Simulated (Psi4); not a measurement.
C₄H₅ (SMILES [CH]1[C@@H]2C[C@H]12), doublet, geometry from GFN2-xTB; HF/STO-3G run with Psi4.

Input for Psi4:
```
memory 2 GB

molecule mol {
0 2
  C    -0.011048    1.152992    0.292681
  C     0.006069   -1.071617    0.362843
  C     0.777923    0.051757   -0.247030
  C    -0.775309    0.039481   -0.257303
  H    -0.016569    2.162854   -0.079261
  H    -0.000459   -1.149501    1.442906
  H     0.016990   -2.032726   -0.139902
  H     1.484404    0.003521   -1.055676
  H    -1.470182   -0.019829   -1.075216
}

set basis sto-3g
set reference uhf
set scf_type disk_df

energy('scf')
print_variables()
```

What the program printed (banner, timings and long lists left out):

```
   => Loading Basis Set <=

    Name: STO-3G
    Role: ORBITAL
    Keyword: BASIS

         ---------------------------------------------------------
                                   SCF
               by Justin Turney, Rob Parrish, Andy Simmonett
                          and Daniel G. A. Smith
                              UHF Reference
         ---------------------------------------------------------

  ==> Geometry <==

    Molecular point group: c1
    Full point group: C1

    Geometry (in Angstrom), charge = 0, multiplicity = 2:

       Center              X                  Y                   Z               Mass
    ------------   -----------------  -----------------  -----------------  -----------------
         C           -0.010782441138     1.133618174363     0.275711554763    12.000000000000
         C            0.006334558862    -1.090990825637     0.345873554763    12.000000000000
         C            0.778188558862     0.032383174363    -0.263999445237    12.000000000000
         C           -0.775043441138     0.020107174363    -0.274272445237    12.000000000000
         H           -0.016303441138     2.143480174363    -0.096230445237     1.007825032230
         H           -0.000193441138    -1.168874825637     1.425936554763     1.007825032230
         H            0.017255558862    -2.052099825637    -0.156871445237     1.007825032230
         H            1.484669558862    -0.015852825637    -1.072645445237     1.007825032230
         H           -1.469916441138    -0.039202825637    -1.092185445237     1.007825032230

  Running in c1 symmetry.

  Rotational constants: A =      0.61936  B =      0.34753  C =      0.28552 [cm^-1]
  Rotational constants: A =  18567.92229  B =  10418.58381  C =   8559.67359 [MHz]
  Nuclear repulsion =  108.897973433605358

  Charge       = 0
  Multiplicity = 2
  Electrons    = 29
  Nalpha       = 15
  Nbeta        = 14

  ==> Algorithm <==

  SCF Algorithm Type is DISK_DF.
  DIIS enabled.
  MOM disabled.
  Fractional occupation disabled.
  Guess Type is SAD.
  Energy threshold   = 1.00e-06
  Density threshold  = 1.00e-06
  Integral threshold = 1.00e-12

  ==> Primary Basis <==

  Basis Set: STO-3G
    Blend: STO-3G
    Number of shells: 17
    Number of basis functions: 25
    Number of Cartesian functions: 25
    Spherical Harmonics?: true
    Max angular momentum: 1

   => Loading Basis Set <=

    Name: (STO-3G AUX)
    Role: JKFIT
    Keyword: DF_BASIS_SCF

  ==> Integral Setup <==

  ==> DiskDFJK: Density-Fitted J/K Matrices <==

    J tasked:                  Yes
    K tasked:                  Yes
    wK tasked:                  No
    Integrals threads:           1
    Algorithm:                Core
    Integral Cache:           NONE
    Schwarz Cutoff:          1E-12
    Fitting Condition:       1E-10

   => Auxiliary Basis Set <=

  Basis Set: (STO-3G AUX)
    Blend: DEF2-UNIVERSAL-JKFIT
    Number of shells: 130
    Number of basis functions: 390
    Number of Cartesian functions: 456
    Spherical Harmonics?: true
    Max angular momentum: 4

  Minimum eigenvalue in the overlap matrix is 2.0857697885E-01.
  Reciprocal condition number of the overlap matrix is 7.5556509905E-02.
    Using symmetric orthogonalization.

  ==> Pre-Iterations <==

  SCF Guess: Superposition of Atomic Densities via on-the-fly atomic UHF (no occupation information).

   -------------------------
    Irrep   Nso     Nmo
   -------------------------
     A         25      25
   -------------------------
    Total      25      25
   -------------------------

  ==> Iterations <==

                           Total Energy        Delta E     RMS |[F,P]|

   @DF-UHF iter SAD:  -149.59207447954009   -1.49592e+02   0.00000e+00
   @DF-UHF iter   1:  -152.30604156364438   -2.71397e+00   8.37823e-03 ADIIS/DIIS
   @DF-UHF iter   2:  -152.34330272917694   -3.72612e-02   3.24594e-03 ADIIS/DIIS
   @DF-UHF iter   3:  -152.34852041046400   -5.21768e-03   1.11234e-03 ADIIS/DIIS
   @DF-UHF iter   4:  -152.35048131448880   -1.96090e-03   5.22129e-04 ADIIS/DIIS
   @DF-UHF iter   5:  -152.35100444212577   -5.23128e-04   2.02278e-04 ADIIS/DIIS
   @DF-UHF iter   6:  -152.35107608395685   -7.16418e-05   1.02797e-04 ADIIS/DIIS
   @DF-UHF iter   7:  -152.35109494752547   -1.88636e-05   4.15918e-05 DIIS
   @DF-UHF iter   8:  -152.35109789369920   -2.94617e-06   1.23110e-05 DIIS
   @DF-UHF iter   9:  -152.35109809466758   -2.00968e-07   4.94641e-06 DIIS
   @DF-UHF iter  10:  -152.35109813350567   -3.88381e-08   2.03304e-06 DIIS
   @DF-UHF iter  11:  -152.35109814118553   -7.67986e-09   7.04190e-07 DIIS
  Energy and wave function converged.

  ==> Post-Iterations <==

   @Spin Contamination Metric:   5.008929785E-03
   @S^2 Expected:                7.500000000E-01
   @S^2 Observed:                7.550089298E-01
   @S   Expected:                5.000000000E-01
   @S   Observed:                5.000000000E-01

    Orbital Energies [Eh]
    ---------------------

    Alpha Occupied:

       1A    -11.063560     2A    -11.040487     3A    -11.040378
       4A    -11.030842     5A     -1.178092     6A     -0.890562
       7A     -0.764906     8A     -0.731636     9A     -0.665367
      10A     -0.551559    11A     -0.503106    12A     -0.440688
      13A     -0.438751    14A     -0.417281    15A     -0.230682

    Alpha Virtual:

      16A      0.375398    17A      0.596258    18A      0.606393
      19A      0.648513    20A      0.649914    21A      0.720970
      22A      0.739218    23A      0.808237    24A      0.861399
      25A      0.967971

    Beta Occupied:

       1A    -11.063556     2A    -11.039289     3A    -11.039246
       4A    -11.002587     5A     -1.161408     6A     -0.863560
       7A     -0.755967     8A     -0.694942     9A     -0.653530
      10A     -0.547313    11A     -0.485295    12A     -0.424488
      13A     -0.407584    14A     -0.326181

    Beta Virtual:

      15A      0.310069    16A      0.405881    17A      0.606052
      18A      0.619017    19A      0.665493    20A      0.666232
      21A      0.732797    22A      0.756882    23A      0.820143
      24A      0.865124    25A      0.997555

    Final Occupation by Irrep:
              A
    DOCC [    14 ]
    SOCC [     1 ]
    NA   [    15 ]
    NB   [    14 ]

  @DF-UHF Final Energy:  -152.35109814118553

   => Energetics <=

    Nuclear Repulsion Energy =            108.8979734336053582
    One-Electron Energy =                -421.0453175291980870
    Two-Electron Energy =                 159.7962459544072260
    Total Energy =                       -152.3510981411855312

  UHF NO Occupations:
  HONO-2 :   13  A 1.9993277
  HONO-1 :   14  A 1.9991272
  HONO-0 :   15  A 1.0000000
  LUNO+0 :   16  A 0.0008728
  LUNO+1 :   17  A 0.0006723
  LUNO+2 :   18  A 0.0005341
  LUNO+3 :   19  A 0.0002237

Computation Completed

Properties will be evaluated at   0.000000,   0.000000,   0.000000 [a0]

Properties computed using the SCF density matrix

 Multipole Moments:

 ------------------------------------------------------------------------------------
     Multipole            Electronic (a.u.)      Nuclear  (a.u.)        Total (a.u.)
 ------------------------------------------------------------------------------------

 L = 1.  Multiply by 2.5417464519 to convert [e a0] to [Debye]
 Dipole X            :         -0.0108856            0.0145418            0.0036563
 Dipole Y            :          0.9702124           -1.0617312           -0.0915188
 Dipole Z            :          0.4865770           -0.9299662           -0.4433892
 Magnitude           :                                                    0.4527505

 ------------------------------------------------------------------------------------

  Variable Map:
  ----------------------------------------------------------------------------
  "CURRENT ENERGY"           =>    -152.351098141186
  "CURRENT REFERENCE ENERGY" =>    -152.351098141186
  "DD SOLVATION ENERGY"      =>       0.000000000000
  "HF KINETIC ENERGY"        =>     151.473503206541
  "HF POTENTIAL ENERGY"      =>    -303.824601347726
  "HF TOTAL ENERGY"          =>    -152.351098141186
  "HF VIRIAL RATIO"          =>       2.005793719139
  "NUCLEAR REPULSION ENERGY" =>     108.897973433605
  "ONE-ELECTRON ENERGY"      =>    -421.045317529198
  "PCM POLARIZATION ENERGY"  =>       0.000000000000
  "PE ENERGY"                =>       0.000000000000
  "SCF ITERATION ENERGY"     =>    -152.351098141186
  "SCF ITERATIONS"           =>      11.000000000000
  "SCF TOTAL ENERGY"         =>    -152.351098141186
  "TWO-ELECTRON ENERGY"      =>     159.796245954407

  Array Variable Map:
  ----------------------------------------------------------------------------
  "CURRENT DIPOLE"           =>       0.003656258210 ... -0.443389214478 1 by 3
  "SCF DIPOLE"               =>       0.003656258210 ... -0.443389214478 1 by 3
  "SCF TOTAL ENERGIES"       =>    -149.592074479540 ... -152.351098141186 1 by 12
```
